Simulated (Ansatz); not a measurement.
```yaml
crystal:
  periodic: [false, false, false]
  atoms:
    - {symbol: F, position_ang: [1.922352, -0.685582, 1.578390]}
    - {symbol: C, position_ang: [1.556374, 0.323613, 0.714845]}
    - {symbol: O, position_ang: [0.982209, -0.201184, -0.418760]}
    - {symbol: C, position_ang: [-0.309399, -0.723417, -0.250252]}
    - {symbol: C, position_ang: [-1.364184, 0.271683, -0.689857]}
    - {symbol: F, position_ang: [-1.320854, 1.397806, 0.035680]}
    - {symbol: F, position_ang: [-1.224301, 0.616689, -1.969007]}
    - {symbol: F, position_ang: [-2.581166, -0.263561, -0.537394]}
    - {symbol: H, position_ang: [0.875802, 0.980848, 1.265515]}
    - {symbol: H, position_ang: [2.459478, 0.846701, 0.399323]}
    - {symbol: H, position_ang: [-0.407464, -1.609362, -0.879743]}
    - {symbol: H, position_ang: [-0.511947, -1.009431, 0.785261]}
basis:
  gaussian: {orbitals: x2c-TZVPPall, final_grid: {core_spheres: 5, valence_spheres: 4, degree: 11}, point_charges: [{charge: 1.00, position_ang: [5.275, -0.832, 0.436]}]}
magnetization: {spin_polarized: true, initial_magnetization: 2}
hamiltonian: {xc: {name: SVWN5}, pseudopotentials: {relativity: scalar}}
multiplicity: 3
output: {forces: true}
```

```sh
$ ansatz run in.yaml --threads 4 --pin off --events-out ev --progress --plain --max-ram 11315MiB
```

Shortened log:

```
Error: YAML parse error: error: line 20 column 1: unknown field `multiplicity`, expected one of crystal, accuracy, basis, kpoints, hamiltonian, magnetization, projection, total_charge, correlation, batch, efield, external_charges, scf, relax, neb, saddle, md, ramp, phonons, dielectric, real_time, elastic, magnetic_configurations, gw, evaluate, workflow, output, checkpoint, execution
18 | magnetization: {spin_polarized: true, initial_magnetization: 2}
19 | hamiltonian: {xc: {name: SVWN5}, pseudopotentials: {relativity: s…
20 | multiplicity: 3
21 | output: {forces: true}
```

(1) Something in this input is off. What?

Results:

(1) The input holds a key that doesn't belong there. The input was rejected before any iteration.
